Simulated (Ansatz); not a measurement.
```xyz
11

O     0.924   -1.628   -0.561
Si   -0.256   -0.569   -1.032
C    -0.275    0.815    0.273
O    -0.732    0.203    1.460
O     1.006    1.374    0.433
H     0.743   -2.119    0.243
H    -1.589   -1.220   -1.130
H     0.172   -0.033   -2.345
H    -0.915    1.663   -0.001
H    -0.719    0.863    2.162
H     1.642    0.652    0.498
```

The species carries charge 0 and has multiplicity 1.

Task: List the r2SCAN/def2-TZVPP orbital energies in eV (the Gaussian-basis code of Ansatz). (Best estimate.)

Result: The calculation gave: Occupied: -1791.36, -516.12, -516.09, -516.04, -275.39, -141.76, -96.66, -96.61, -96.60, -28.09, -26.59, -26.36, -17.42, -14.74, -14.13, -12.30, -11.82, -10.85, -10.48, -9.62, -8.75, -8.17, -7.80, -7.49, -6.55. Lowest empty: -0.40, 0.94, 1.13, 1.71, 1.89, 2.36, 2.61, 3.02.
